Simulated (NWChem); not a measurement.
Molecule: CH3FOSe; SMILES CO[Se]F

```xyz
7

Se     0.4084    -0.5309     0.0535
F     -1.2529    -1.1225    -0.0809
O      0.1885     1.1071    -0.5623
C     -0.4057     2.0565     0.3077
H      0.0932     2.0797     1.2908
H     -0.2979     3.0356    -0.1809
H     -1.4765     1.8419     0.4516
```
Atoms are numbered in this order, from 1.

Results from NWChem. Coordinates come from a PBE0/def2-SVP optimisation. Ions are spin-unrestricted doublets at the neutral geometry; other ion states weren't tried.

### Question
What does the run give for PBE/def2-SVP? Quantities: vertical ionisation energy, ΔSCF (eV); −ε(HOMO) (eV).

### Answer
```yaml
vertical ionisation energy, ΔSCF (eV): 8.82
"−ε(HOMO) (eV)": 5.11
```
